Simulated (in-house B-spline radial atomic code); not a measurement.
Configurations of Pm⁵⁺, with energies counted from [Kr] 4d10 4f3 5s2 5p5. Computed with a B-spline radial code for spherical atoms: scalar-relativistic (X2C) CAM-B3LYP, spin-polarised, spherical fractional occupations, exact exchange averaged over the configuration, Fermi nucleus of rms radius 4.962 fm. Shells without spins written out take the highest spin.

Occupations are held fixed; configurations that lie above the ionisation limit could autoionise.

```tsv
configuration	E - E(ref) (eV)	highest orbital	its <r> (bohr)
[Kr] 4d10 4f3 5s2 5p4 5d1	26.405	5d up	1.875
[Kr] 4d10 4f2 5s2 5p5 6p1	38.31	6p up	3.03
[Kr] 4d10 4f3 5s2 5p4 6p1	43.659	6p up	3.057
[Kr] 4d9 4f3 5s2 5p5 6p1	160.48	6p up	3.022
```

Question: Order these further configurations by energy, lowest first.
A. [Kr] 4d10 4f4 5s2 5p4
B. [Xe] 4f2
C. [Kr] 4d9 4f4 5s2 5p5
D. [Kr] 4d9 4f3 5s2 5p5 6s1
E. [Kr] 4d9 4f3 5s2 5p6

Answer: B (-7.8514 eV), A (10.172 eV), E (114.44 eV), C (120.23 eV), D (153.22 eV).

Question: Is the reference the lowest configuration at this level of theory?

Answer: No: [Xe] 4f2 lies 7.851 eV lower with this functional.
